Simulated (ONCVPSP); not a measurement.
Transferability test, ONCV potential for vanadium

- Element: V (Z = 23)
- Generator: ONCVPSP 4.0.1
- Type: optimised norm-conserving Vanderbilt (ONCV)
- Functional: PBE
- Relativity: scalar-relativistic
- Frozen core: [Ar]
- Valence charge: 5
- Reference configuration: 3d3 4s2
- Partial waves: 4s: rc 2.55 bohr, ncon 4, nbas 8, qcut 2.2 1/bohr, 2 projectors, debl 1.8 Ha; p scattering state at 0.19 Ha: rc 2.75 bohr, ncon 5, nbas 8, qcut 3.2 1/bohr, 3 projectors, debl 0.5 Ha; 3d: rc 1.65 bohr, ncon 5, nbas 10, qcut 11 1/bohr, 2 projectors, debl 0.8 Ha
- Local potential: polynomial inside 1.25 bohr (lpopt 5, dvloc0 0 Ha)
- Core correction: Teter function, fcfact 1.75, rcfact 1.7

In the p channel the program set the typed energies aside and used 0.050, 0.550, 1.050 Ha.

Energies are relative to the spin-unpolarised reference configuration 3d3 4s2; without spin polarisation the order of configurations can differ from experiment.

```tsv
valence configuration	charge	ΔE all-electron (eV)	error AE − PS (meV)
3d3 4s1	+1	7.735	-31
3d3 4s0	+2	22.031	-151
3d3 4s0 4p2	0	6.855	-28
```

Problem. What are ΔE and the potential's error for 3d2 4s0?

Solution. ΔE = 50.928 eV all-electron; the error (AE − PS) is -348 meV.

Levels in the configuration 3d3 4s0:

```tsv
level	all-electron (eV)	pseudo (eV)
3d	-21.317	-21.309
```

Note: ghosts flagged at negative energy: s at -13.1 eV, p at -40.4 eV; GHOST(+) flagged for p at 129.3 eV, p at 438.1 eV. A true bound ghost makes a file unfit for plane-wave use.
